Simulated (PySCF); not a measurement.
## Correlation energy of Zr (zirconium, neutral)

[Kr] 4d2 5s2, high-spin 3F determinant. Calculation: PySCF 2.14, in aug-cc-pVTZ-PP with ECP28MDF; scalar relativity through the core potential. Frozen: 4s2 4p6; 4 electrons correlated.

```json
{"level": "CCSD", "correlation energy (mhartree)": "-58.32"}
{"level": "(T)", "correlation energy (mhartree)": "-3.15"}
{"level": "CCSD(T)", "correlation energy (mhartree)": "-61.47"}
```

Diagnostics: T1 = 0.029, D1 = 0.0728, largest double amplitude 0.053.

Q: Is a single reference adequate?

A: Yes, within this model without spin-orbit coupling: T1 lies below 0.03 and no double amplitude reaches 0.07.
